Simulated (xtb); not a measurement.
ClFH₃NOSi, SMILES O[Si@@](F)(N)Cl. All values are semi-empirical tight-binding results from xtb (GFN2-xTB unless named), good for trends rather than for accurate numbers. Coordinates come from a GFN2-xTB optimisation. The structure was generated by enumeration; whether it is a known compound was not checked. The values are those of a single conformer.

Optimised geometry:

Bond lengths (Å): N1–Si2 1.713, N1–H6 1.006, N1–H7 1.006, Si2–O3 1.611, Si2–F4 1.609, Si2–Cl5 1.993, O3–H8 0.954. Angles (°): Si2–N1–H6 119.6, Si2–N1–H7 118.7, H6–N1–H7 110.3, N1–Si2–O3 111.8, N1–Si2–F4 103.2, N1–Si2–Cl5 118.3, O3–Si2–F4 109.4, O3–Si2–Cl5 105.4, F4–Si2–Cl5 108.7, Si2–O3–H8 120.9.
Charge 0, spin multiplicity 1.

```yaml
orbital_gap: 7.59 eV
dipole_moment: 3.28 D
zero_point_energy: 27.4 kcal/mol
G − E(el) at 298.15 K (modified RRHO): 7.7 kcal/mol
static polarisability (D4 model): 65.5 bohr³
solvation energy, GFN2-xTB/ALPB(water): -8.8 kcal/mol
solvation energy, GFN2-xTB/ALPB(octanol): -8.5 kcal/mol
```

Computed atomic charges and the Wiberg bond orders between heavy atoms:
charges (e) N1 -0.39, Si2 0.64, O3 -0.45, F4 -0.27, Cl5 -0.20, H6 0.17, H7 0.18, H8 0.32. Bond orders N1–Si2 1.13, Si2–O3 1.19, Si2–F4 1.03, Si2–Cl5 1.08.
